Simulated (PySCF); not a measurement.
## C₆ coefficients of unlike pairs at TPSS

Calculated with PySCF 2.14 from the dipole response of each species, C₆(A,B) = (3/π) ∫ α_A(iu) α_B(iu) du, in atomic units, from isotropic polarisabilities. For ions this is the dispersion term alone; charge-induced terms of lower order in 1/R come first.

| species | configuration | basis | relativity | α (bohr³) | C₆ (like pair) |
| --- | --- | --- | --- | --- | --- |
| Ti⁺ | [Ar] 3d2 4s1 (4F) | x2c-TZVPPall with one added diffuse shell each of s, p, d, f type (7s6p5d3f1g) | spin-free X2C | 52.24 | 343.0 |
| Pt | [Xe] 4f14 5d9 6s1 (3D) | aug-cc-pVQZ-PP with ECP60MDF (7s7p6d4f3g2h) | core potential | 40.36 | 394.0 |
| Al | [Ne] 3s2 3p1 (2P) | x2c-TZVPPall with one added diffuse shell each of s, p, d type (6s6p4d1f) | spin-free X2C | 62.36 | 566.6 |
| Cr³⁺ | [Ar] 3d3 (4F) | aug-cc-pwCVTZ-DK (10s9p7d4f3g) | spin-free X2C | 2.184 | 5.566 |

Estimate C₆ for Cr³⁺ with Ti⁺.

The integral gives 29.39. The combination rule 2 C_A C_B / (C_A α_B/α_A + C_B α_A/α_B) gives 25.89 and the geometric mean 43.69.

No spin-orbit coupling is included.

The other pairs:

| pair | C₆ |
| --- | --- |
| Cr³⁺, Pt | 39.09 |
| Al, Pt | 451.5 |
| Al, Ti⁺ | 438.8 |
| Cr³⁺, Al | 36.64 |
| Pt, Ti⁺ | 350.5 |
